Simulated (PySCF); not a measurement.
An unknown shows these calculated signals:

¹H NMR (600 MHz, computed): δ 7.37 (m, 1H), 7.29 (m, 1H), 7.03 (m, 1H), 5.42 (s, 2H), 3.31 (q, 2H), 1.24 (t, 3H).

¹³C{¹H} NMR (computed): δ 140.6 (CH), 137.4 (CH), 123.3 (CH), 79.3 (CH2), 66.8 (CH2), 17.3 (CH3).

Calculated, not measured (PySCF 2.14.0 with density-fitted response routines): GFN2-xTB structure, shieldings: GIAO PBE0/pcSseg-1. One conformer, no solvent model, one averaged value for each set of equivalent atoms, non-relativistic.

Shifts are taken against calculated references (same method and geometry level): ¹H and ¹³C vs TMS.

Task: Which of these does the molecule contain: a C≡C triple bond, a vinyl group CH=CH2, a methoxy group, a CH3CH2 unit, a heteroaromatic ring?

Result: 
- A C≡C triple bond: no.
- A vinyl group CH=CH2: no.
- A methoxy group: no.
- A CH3CH2 unit: yes (δC 17.3, 66.8; δH 1.24 (t), 3.31 (q)).
- A heteroaromatic ring: yes.

The data belong to SMILES CCOCn1ccnc1, C₆H₁₀N₂O; they needn't prove each group on their own.

Carbon signals by region: 3 in the sp2 and nitrile region (100–160 ppm), 2 at 50–100 ppm, 1 below 50 ppm.

Shifts are as computed. Against solution values, carbons near 30 ppm lie about +3 ppm off and those near 130 ppm about +5 ppm. Of 1211 compounds with measured shifts, 218 miss one by over three times the rms of a fit or turn the order of signals round; such compounds aren't used in these exercises. No couplings were computed; multiplicities are counted from neighbouring protons, with m where these are inequivalent, close in shift, in a saturated or five-membered ring or joined by F or P, and br s for small geminal =CH2 splittings.
